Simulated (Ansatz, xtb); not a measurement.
Relative energy of two isomers of C6H9N

Structure a: `C[C@@H]1C=CC=NC1`, a singlet. Structure b: `C=C1C=NCCC1`, a singlet. Both are isolated molecules in the gas phase, relaxed with B3LYP-D3(BJ)/def2-SVP; the shapes shown needn't be the lowest conformers.

a (Å):

```xyz
16

C     1.8193   -0.4620   -0.6343
C     0.4973    0.3011   -0.8278
C    -0.2703    0.3486    0.4721
C    -1.2166   -0.5743    0.7154
C    -1.5025   -1.5931   -0.3096
C    -0.3937   -0.3226   -1.9163
N    -1.1194   -1.5279   -1.5273
H     2.4263   -0.0141    0.1684
H     1.6257   -1.5123   -0.3665
H     2.4147   -0.4482   -1.5614
H     0.7416    1.3303   -1.1415
H     0.0131    1.0843    1.2317
H    -1.7519   -0.6171    1.6675
H    -2.0901   -2.4738   -0.0064
H     0.2074   -0.5492   -2.8119
H    -1.1548    0.4169   -2.2351
```

b (Å):

```xyz
16

C    -0.9231   -2.1122   -2.8510
C    -0.5201   -0.9989   -2.2176
C    -1.1413   -0.6099   -0.9340
C     0.3214    1.2054   -0.5832
C     1.3064    0.5554   -1.5578
C     0.5479   -0.0642   -2.7343
N    -0.8050    0.3708   -0.1898
H    -0.4749   -2.4295   -3.7968
H    -1.7192   -2.7391   -2.4382
H    -1.9858   -1.2344   -0.5979
H     0.8388    1.5262    0.3364
H    -0.0961    2.1322   -1.0222
H     2.0422    1.2974   -1.9067
H     1.8698   -0.2339   -1.0300
H     0.0606    0.7434   -3.3122
H     1.2215   -0.5890   -3.4292
```

Question: Estimate which is lower in electronic energy at CCSD(T)/def2-SVP + ΔMP2/def2-TZVPP, and by roughly how much.

Answer: Too close to call at this level: CCSD(T)/def2-SVP + ΔMP2/def2-TZVPP gives E(b) − E(a) = −0.041 eV.

The same difference at several levels:

```tsv
level	geometry	E(b) − E(a) (eV)	departure from the last row (eV)	job, with rough time for the two
GFN2-xTB	GFN2-xTB	−0.032	+0.009	optimisation, 0.18 s
HF/STO-3G	GFN2-xTB	−0.025	+0.017	single point, 0.66 s
r2SCAN-D4/def2-SVP	GFN2-xTB	−0.086	−0.045	single point, 5.1 s
B3LYP-D3(BJ)/def2-SVP	B3LYP-D3(BJ)/def2-SVP	−0.071	−0.029	optimisation, 53 s
HF/def2-SVP	B3LYP-D3(BJ)/def2-SVP	−0.086	−0.045	part of the CCSD(T) run
MP2/def2-SVP	B3LYP-D3(BJ)/def2-SVP	−0.021	+0.021	part of the CCSD(T) run
CCSD(T)/def2-SVP	B3LYP-D3(BJ)/def2-SVP	−0.042	−0.001	single point
CCSD(T)/def2-SVP + ΔMP2/def2-TZVPP	B3LYP-D3(BJ)/def2-SVP	−0.041		single point, 2.1 min
```

As drawn, both hold the same kinds of bond in the same numbers. Structure a has 1 methyl group, b 0.

The largest departure from CCSD(T)/def2-SVP + ΔMP2/def2-TZVPP is that of HF/def2-SVP, 0.045 eV. The last row adds to CCSD(T) the change of the MP2 difference between the two basis sets, here +0.001 eV.

With thermal terms from frequencies at re-optimised GFN2-xTB minima (ideal gas, soft modes damped towards free rotors, one conformer each, 298.15 K, 1 atm): on the last row, ΔE + ΔZPE = −0.035, ΔH = −0.041, ΔG = −0.031 eV.

The correlated steps freeze 7 core orbitals. Mirror images aren't counted in ΔG. Programs: Ansatz 0.2.0, xtb 6.7.1; the last row on 2 threads of Intel(R) Xeon(R) Platinum 8488C (Sapphire Rapids) on a shared host.
